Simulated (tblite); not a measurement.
Compound: C5H11GeP.
SMILES with atom numbers: `[CH3:1][Ge:2]([CH3:3])([CH3:4])[P:5]1[CH:6]=[CH:7]1` (hydrogens: H8, H9, H10 on C1; H11, H12, H13 on C3; H14, H15, H16 on C4; H17 on C6; H18 on C7)

Computed with GFN2-xTB (tblite), gas phase: L-BFGS steps from a force-field or distance-geometry start until the largest atomic force falls under 0.01 eV/Å.

Step 6: E = -561.8154 eV
```
atom  x, y, z in Å  |  force x, y, z in eV/Å
C1     -0.2073   -1.0972   -1.5212    0.020  -0.140  -0.188
Ge2    -0.4252    0.1871   -0.0169    0.020   0.037  -0.082
C3     -2.2256    0.9618   -0.0952   -0.252   0.115  -0.003
C4     -0.2351   -0.8382    1.6727    0.028  -0.099   0.215
P5      1.1606    1.9180   -0.1469   -0.504   0.332  -0.024
C6      2.4761    0.8862    0.5954    0.198   0.022   0.169
C7      2.4853    0.7811   -0.6932    0.190   0.005  -0.155
H8      0.7411   -1.6248   -1.4700    0.009   0.018   0.039
H9     -1.0005   -1.8386   -1.5114   -0.009   0.029   0.026
H10    -0.2473   -0.5738   -2.4724   -0.013  -0.006  -0.011
H11    -2.3348    1.5199   -1.0199   -0.137  -0.009  -0.006
H12    -2.9970    0.2017   -0.0388   -0.075   0.067  -0.012
H13    -2.3456    1.6572    0.7296   -0.145   0.007   0.010
H14     0.7119   -1.3687    1.7189   -0.002   0.002  -0.024
H15    -0.2840   -0.1621    2.5212   -0.011  -0.022   0.045
H16    -1.0340   -1.5662    1.7720   -0.002   0.013  -0.017
H17     2.8660    0.6070    1.5338    0.336  -0.156   0.308
H18     2.8868    0.3560   -1.5693    0.350  -0.214  -0.289
```

Step 7: E = -561.8393 eV
```
atom  x, y, z in Å  |  force x, y, z in eV/Å
C1     -0.2078   -1.0988   -1.5244    0.037  -0.127  -0.187
Ge2    -0.4265    0.1967   -0.0174   -0.059  -0.060  -0.066
C3     -2.2421    0.9636   -0.0959   -0.183   0.124  -0.004
C4     -0.2348   -0.8402    1.6775    0.026  -0.073   0.184
P5      1.1713    1.9308   -0.1491   -0.515   0.239  -0.010
C6      2.4846    0.8996    0.5972    0.268  -0.083   0.086
C7      2.4933    0.7920   -0.6955    0.265  -0.073  -0.074
H8      0.7383   -1.6308   -1.4797    0.044   0.042   0.099
H9     -0.9965   -1.8442   -1.5197   -0.060   0.042   0.075
H10    -0.2450   -0.5859   -2.4810   -0.030   0.057  -0.004
H11    -2.3553    1.5259   -1.0178   -0.101  -0.030  -0.032
H12    -3.0203    0.2099   -0.0396   -0.012   0.032  -0.010
H13    -2.3652    1.6619    0.7258   -0.112  -0.002   0.044
H14     0.7101   -1.3734    1.7297    0.025   0.015  -0.082
H15    -0.2815   -0.1719    2.5321   -0.028   0.026   0.026
H16    -1.0311   -1.5707    1.7800   -0.029   0.029  -0.058
H17     2.8896    0.5951    1.5278    0.225  -0.058   0.154
H18     2.9100    0.3468   -1.5615    0.238  -0.100  -0.143
```

Step 8: E = -561.8561 eV
```
atom  x, y, z in Å  |  force x, y, z in eV/Å
C1     -0.2075   -1.1022   -1.5300    0.024  -0.067  -0.111
Ge2    -0.4290    0.2028   -0.0189   -0.117  -0.138  -0.031
C3     -2.2581    0.9672   -0.0965   -0.076   0.089   0.000
C4     -0.2342   -0.8428    1.6843    0.009  -0.018   0.082
P5      1.1719    1.9441   -0.1509   -0.223  -0.064   0.019
C6      2.4962    0.9087    0.5983    0.198  -0.083  -0.015
C7      2.5045    0.7997   -0.6968    0.201  -0.049   0.007
H8      0.7372   -1.6349   -1.4855    0.078   0.044   0.126
H9     -0.9946   -1.8481   -1.5249   -0.094   0.033   0.093
H10    -0.2437   -0.5943   -2.4882   -0.037   0.097  -0.023
H11    -2.3737    1.5301   -1.0169   -0.077  -0.025  -0.063
H12    -3.0391    0.2169   -0.0404    0.014  -0.007  -0.007
H13    -2.3831    1.6658    0.7238   -0.089   0.007   0.074
H14     0.7094   -1.3770    1.7368    0.052   0.016  -0.110
H15    -0.2801   -0.1792    2.5414   -0.036   0.062   0.027
H16    -1.0294   -1.5738    1.7852   -0.053   0.026  -0.072
H17     2.9122    0.5849    1.5248    0.109   0.048  -0.016
H18     2.9325    0.3382   -1.5571    0.117   0.030   0.020
```

**Question.** Estimate the geometry and energy of step 9. (The exact step hangs on the optimiser's Hessian estimate; all steps are aligned on step 8, rigid shifts and turns removed.)

**Answer.** E = -561.8629 eV, largest force 0.238 eV/Å
```
atom  x, y, z in Å  |  force x, y, z in eV/Å
C1     -0.2071   -1.1047   -1.5340    0.002  -0.023  -0.043
Ge2    -0.4318    0.2020   -0.0201   -0.120  -0.141  -0.007
C3     -2.2647    0.9700   -0.0967   -0.025   0.051   0.002
C4     -0.2338   -0.8440    1.6881   -0.006   0.011   0.013
P5      1.1674    1.9468   -0.1511   -0.007  -0.236   0.033
C6      2.5032    0.9103    0.5981    0.112  -0.042  -0.044
C7      2.5114    0.8014   -0.6970    0.119  -0.006   0.025
H8      0.7384   -1.6352   -1.4848    0.069   0.040   0.111
H9     -0.9958   -1.8485   -1.5246   -0.082   0.024   0.075
H10    -0.2441   -0.5949   -2.4908   -0.032   0.084  -0.028
H11    -2.3808    1.5310   -1.0179   -0.071  -0.014  -0.060
H12    -3.0446    0.2188   -0.0408    0.010  -0.016  -0.004
H13    -2.3903    1.6672    0.7247   -0.079   0.011   0.066
H14     0.7103   -1.3778    1.7368    0.044   0.020  -0.101
H15    -0.2804   -0.1800    2.5449   -0.031   0.056   0.022
H16    -1.0300   -1.5742    1.7854   -0.048   0.020  -0.059
H17     2.9218    0.5825    1.5249    0.070   0.084  -0.079
H18     2.9422    0.3357   -1.5566    0.075   0.079   0.078
```

The energy changes by -0.0068 eV. The first-order estimate −F·Δx gives -0.0092 eV and the mean of the old and new forces, exact on a quadratic surface, -0.0068 eV. The step makes an angle of 51° with the force vector and moves no atom by more than 0.010 Å.

The cost below is that of the whole relaxation. The run took 0.75 s on an Arm Neoverse N1 with one thread, shared host with 64 logical CPUs at a one-minute load of 55.
